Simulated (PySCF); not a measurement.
C₄H₉ (SMILES [CH2]C(C)C), doublet, geometry from GFN2-xTB, with bond 8-6 at 1.25 times its length; PBE/6-31G (PySCF).

Here is a job for PySCF.
```python
from pyscf import gto, scf, dft

mol = gto.M(
    atom='''
C     0.00343895    0.02707874    0.36145372
H     0.01593184   -0.10399431    1.46074042
C     0.00475813    1.46920007    0.05225443
H    -0.91648563    2.00955334   -0.04081729
H     0.92724045    2.01071965   -0.02101528
C     1.25810793   -0.66327342   -0.18430821
H     1.28125383   -0.59348488   -1.26953638
H     2.37951094   -0.07534445    0.30975634
H     1.26733551   -1.71452144    0.09490627
C    -1.26527340   -0.65633136   -0.15779662
H    -1.31206581   -0.58413275   -1.24212382
H    -1.27317201   -1.70816785    0.11918081
H    -2.15145821   -0.18308581    0.25810204
''',
    basis='6-31g',
    spin=1,
    verbose=4,
)

mf = dft.UKS(mol)
mf.xc = 'pbe'
mf.kernel()
mo_i, mo_e, stable_i, stable_e = mf.stability(internal=True, external=False, return_status=True, nroots=6, tol=1e-6)
print('internally stable:', stable_i, ' externally stable:', stable_e)
if not stable_i:
    umf = mf.copy()
    umf.scf_summary = {}
    umf.kernel(umf.make_rdm1(mo_i, mf.mo_occ))
mf.analyze()
```

Output, abridged:

```
PySCF version 2.14.0

[INPUT] verbose = 4
[INPUT] num. atoms = 13
[INPUT] num. electrons = 33
[INPUT] charge = 0
[INPUT] spin (= nelec alpha-beta = 2S) = 1
[INPUT] symmetry False subgroup None
[INPUT] Mole.unit = angstrom
[INPUT] Symbol           X                Y                Z      unit          X                Y                Z       unit  Magmom
[...]
nuclear repulsion = 126.257657428143
number of shells = 38
number of NR pGTOs = 124
number of NR cGTOs = 54
basis = 6-31g
ecp = {}

******** <class 'pyscf.dft.uks.UKS'> ********
method = UKS
initial guess = minao
damping factor = 0
level_shift factor = 0
DIIS = <class 'pyscf.scf.diis.CDIIS'>
diis_start_cycle = 1
diis_space = 8
diis_damp = 0
SCF conv_tol = 1e-09
SCF conv_tol_grad = None
SCF max_cycles = 50
direct_scf = True
direct_scf_tol = 1e-13
number electrons alpha = 17  beta = 16
XC library pyscf.dft.libxc version 7.1.2
    S. Lehtola, C. Steigemann, M. J. T. Oliveira, and M. A. L. Marques,  SoftwareX 7, 1–5 (2018)
XC functionals = pbe
    J. P. Perdew, K. Burke, and M. Ernzerhof,  Phys. Rev. Lett. 77, 3865 (1996)
    J. P. Perdew, K. Burke, and M. Ernzerhof,  Phys. Rev. Lett. 78, 1396 (1997)
    J. P. Perdew, K. Burke, and M. Ernzerhof,  Phys. Rev. Lett. 77, 3865 (1996)
    J. P. Perdew, K. Burke, and M. Ernzerhof,  Phys. Rev. Lett. 78, 1396 (1997)
radial grids:
    Treutler-Ahlrichs [JCP 102, 346 (1995); DOI:10.1063/1.469408] (M4) radial grids

becke partition: Becke, JCP 88, 2547 (1988); DOI:10.1063/1.454033
pruning grids: <function nwchem_prune>
grids dens level: 3
symmetrized grids: False
atomic radii adjust function: <function treutler_atomic_radii_adjust>
small_rho_cutoff = 0
Set gradient conv threshold to 3.16228e-05
tot grids = 144744
init E= -157.436386466702

cycle= 1 E= -157.41201721229  delta_E= 0.0244  |g|= 0.352  |ddm|= 2.11
cycle= 2 E= -157.314041703419  delta_E= 0.098  |g|= 0.538  |ddm|= 1.04
cycle= 3 E= -157.486039333902  delta_E= -0.172  |g|= 0.0345  |ddm|= 0.655
cycle= 4 E= -157.486582254372  delta_E= -0.000543  |g|= 0.0181  |ddm|= 0.0613
cycle= 5 E= -157.48676414285  delta_E= -0.000182  |g|= 0.00266  |ddm|= 0.0195
cycle= 6 E= -157.486768062706  delta_E= -3.92e-06  |g|= 0.00169  |ddm|= 0.00604
cycle= 7 E= -157.486769594704  delta_E= -1.53e-06  |g|= 0.000486  |ddm|= 0.00206
cycle= 8 E= -157.486769749365  delta_E= -1.55e-07  |g|= 9.93e-05  |ddm|= 0.000883
cycle= 9 E= -157.486769757914  delta_E= -8.55e-09  |g|= 1.71e-05  |ddm|= 0.000238
[...]
converged SCF energy = -157.486769757999  <S^2> = 0.75295207  2S+1 = 2.0029499
<class 'pyscf.dft.uks.UKS'> wavefunction is stable in the internal stability analysis
internally stable: True  externally stable: None
Total Energy =                        -157.486769757998786
[...]
spin_pop of  5 C 2px       0.00959
spin_pop of  5 C 2py       0.00189
spin_pop of  5 C 2pz       0.00065
spin_pop of  5 C 3px       0.00005
spin_pop of  5 C 3py       0.00019
spin_pop of  5 C 3pz       0.00002
spin_pop of  6 H 1s        0.00065
spin_pop of  6 H 2s        0.00055
spin_pop of  7 H 1s       -0.00088
spin_pop of  7 H 2s        0.00001
spin_pop of  8 H 1s        0.00145
spin_pop of  8 H 2s        0.00015
spin_pop of  9 C 1s       -0.00000
spin_pop of  9 C 2s        0.00433
spin_pop of  9 C 3s        0.00003
spin_pop of  9 C 2px       0.00855
spin_pop of  9 C 2py       0.00151
spin_pop of  9 C 2pz       0.00047
spin_pop of  9 C 3px       0.00007
spin_pop of  9 C 3py       0.00019
spin_pop of  9 C 3pz       0.00002
spin_pop of  10 H 1s        0.00067
spin_pop of  10 H 2s        0.00056
spin_pop of  11 H 1s        0.00101
spin_pop of  11 H 2s        0.00015
spin_pop of  12 H 1s       -0.00048
spin_pop of  12 H 2s        0.00001
 ** Mulliken Spin Density (per atom)  **
spin density of  0 C =     -0.04003
spin density of  1 H =      0.05825
spin density of  2 C =      0.99926
spin density of  3 H =     -0.02698
spin density of  4 H =     -0.02695
spin density of  5 C =      0.01743
spin density of  6 H =      0.00121
spin density of  7 H =     -0.00087
spin density of  8 H =      0.00159
spin density of  9 C =      0.01518
spin density of  10 H =      0.00123
spin density of  11 H =      0.00116
spin density of  12 H =     -0.00047
 ** Mulliken pop alpha/beta on meta-lowdin orthogonal AOs **
 ** Mulliken pop       alpha | beta **
In total            17.00000 | 16.00000
 ** Mulliken atomic charges   ( Nelec_alpha | Nelec_beta ) **
charge of  0C =     -0.05455  (     3.00726      3.04729 )
charge of  1H =      0.10917  (     0.47454      0.41629 )
charge of  2C =     -0.26022  (     3.62974      2.63048 )
charge of  3H =      0.11162  (     0.43070      0.45768 )
charge of  4H =      0.11413  (     0.42946      0.45641 )
charge of  5C =     -0.28229  (     3.14986      3.13243 )
charge of  6H =      0.11132  (     0.44495      0.44374 )
charge of  7H =      0.04462  (     0.47726      0.47812 )
charge of  8H =      0.11015  (     0.44572      0.44413 )
charge of  9C =     -0.33290  (     3.17404      3.15886 )
charge of  10H =      0.10935  (     0.44594      0.44471 )
charge of  11H =      0.10830  (     0.44643      0.44527 )
charge of  12H =      0.11130  (     0.44411      0.44459 )
Dipole moment(X, Y, Z, Debye): -0.29831, -0.26277,  0.07329
```
